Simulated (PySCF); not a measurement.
# Zn+: excitation energy

Zn+ [Ar] 3d10 4s1 (2S) → Zn+ [Ar] 3d9 4s1 4p1 (high-spin determinant), as a difference of total energies. Calculation: PySCF 2.14, in def2-QZVPPD; the non-relativistic Hamiltonian (point nucleus). Correlated levels: valence: [Ar] frozen. The calculations carry no spin-orbit coupling.

| method | excitation energy (eV) |
| --- | --- |
| UHF | 11.103 |
| MP2 (valence) | 13.947 |
| SCS-MP2 (valence) | 13.712 |
| CCSD (valence) | 13.236 |
| CCSD(T) (valence) | 13.371 |

Task: How much does correlation contribute at CCSD(T) (valence)?

Result: 13.371 − (11.103) = 2.268 eV, measured against UHF.

A first-order spin-orbit estimate (lowest level to lowest level, LS coupling) adds -0.104 eV.

The determinant of the upper state mixes LS terms, which raises its energy above the lowest term, most at the Hartree-Fock and MP2 levels.
